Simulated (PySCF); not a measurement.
HKO.

```xyz
3

K      0.0000     0.0000    -0.7482
O      0.0000     0.0000     1.4735
H      0.0000     0.0000     2.4283
```

Geometry optimised at PBE0-D3(BJ)/def2-TZVPD. The isomer is the one that the SMILES or the coordinates give; other isomers of the formula were not compared.

Level of theory: PBE/pcSseg-2 (PySCF). Non-relativistic, no solvent.

### Question
Give the absolute GIAO shielding of each atom: isotropic value and principal components (ppm). (The exact figures need the calculation; the answer reports its results.)

### Answer

```tsv
atom	σ(iso)	σ11	σ22	σ33	span
K1	1258.8	1222.8	1222.8	1330.6	107.8
O2	297.2	237.8	237.8	415.9	178.1
H3	33.3	25.3	25.3	49.5	24.2
```
